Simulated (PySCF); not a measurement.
## Radial density of Sc+ (scandium, charge +1)

HSE06, [Ar] 3d1 4s1, high-spin 3D determinant. Calculation: PySCF 2.14, in def2-TZVPPD; no relativity, point nucleus.

| r (bohr) | 4πr²ρ (e/bohr) | 4πr²(ρα − ρβ) |
| --- | --- | --- |
| 0.00103 | 0.07948 | 0.0000 |
| 0.00174 | 0.2190 | 0.0001 |
| 0.00293 | 0.5880 | 0.0003 |
| 0.00492 | 1.532 | 0.0007 |
| 0.00828 | 3.762 | 0.0017 |
| 0.0139 | 8.409 | 0.0038 |
| 0.0234 | 16.01 | 0.0068 |
| 0.0394 | 23.49 | 0.0081 |
| 0.0663 | 23.38 | 0.0027 |
| 0.112 | 18.22 | -0.0015 |
| 0.188 | 23.83 | 0.0248 |
| 0.315 | 22.56 | 0.0747 |
| 0.531 | 7.740 | 0.2692 |
| 0.893 | 8.934 | 0.5840 |
| 1.50 | 4.480 | 0.5082 |
| 2.53 | 0.7761 | 0.5235 |
| 4.25 | 0.2436 | 0.2426 |
| 7.14 | 0.007208 | 0.0072 |
